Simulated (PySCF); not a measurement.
**Dipole response of Sb⁻ (antimony, charge -1)**

[Kr] 4d10 5s2 5p4, high-spin 3P determinant. Computed with PySCF 2.14 in dyall-av2z, with no relativity, point nucleus. Coupled (time-dependent) response in atomic units; α is the mean over directions. A double-zeta set is small for polarisabilities.

| method | mean α (bohr³) | α xx, yy, zz | C₆ (like pair) | S(−4) |
| --- | --- | --- | --- | --- |
| UHF | 89.59 | 74.89, 119.0, 74.89 | 1396 | 2633 |

S(−4) is the Cauchy moment in α(ω) = α(0) + S(−4) ω² + …

Spin-orbit coupling is absent.

α(iu) at UHF:

```
u (hartree)  α(iu) (bohr³)
          0          89.59
     0.0500          83.83
      0.100          72.19
      0.200          50.46
      0.300          35.27
      0.500          18.69
      0.750          10.01
       1.00          6.174
       1.50          3.023
       2.00          1.800
       3.00         0.8626
       5.00         0.3423
```

A single London oscillator, α(iu) = α/(1 + u²/ω²), gives C₆ = (3/4) ω α². Matching the computed C₆ needs ω = 4 × 1396 / (3 × 89.59²) = 0.232 hartree.

For an ion, C₆ is the dispersion term alone; charge-induced terms of lower order in 1/R come first.

The components differ because the open shell of this determinant is not spherical; for a pure term their mean is the scalar polarisability.

A non-relativistic calculation at this Z misses sizeable relativistic shifts.
